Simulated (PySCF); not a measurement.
## YH₃: one-bond stretch

All numbers come from BP86 in PySCF with Y def2-TZVP with ECP28, H def2-TZVP; scalar-relativistic core potentials, no spin–orbit coupling; density-fitted integrals.

Rigid scan from the singlet minimum (Y–H 1.977 Å (×3); H–Y–H 113.6° (×3)). Coordinate: the bond from Y to the last atom (H) scaled, the rest fixed. Energies in kJ/mol from the minimum.

(1) Predict the curve at 0.92, 0.96, 1.00, 1.05, 1.12, 1.20, 1.35, 1.55, 1.80, 2.20.

Results:

(1) 
```csv
scale of one bond,E (kJ/mol),dipole size (D)
0.92,11.0,3.75
0.96,2.5,3.76
1.00,0.0,3.79
1.05,3.3,3.85
1.12,16.3,3.96
1.20,38.6,4.13
1.35,89.5,4.50
1.55,157.5,–
1.80,227.9,–
2.20,301.5,–
```

At long bonds a restricted determinant can lie too high, and another spin state can fall below this curve.
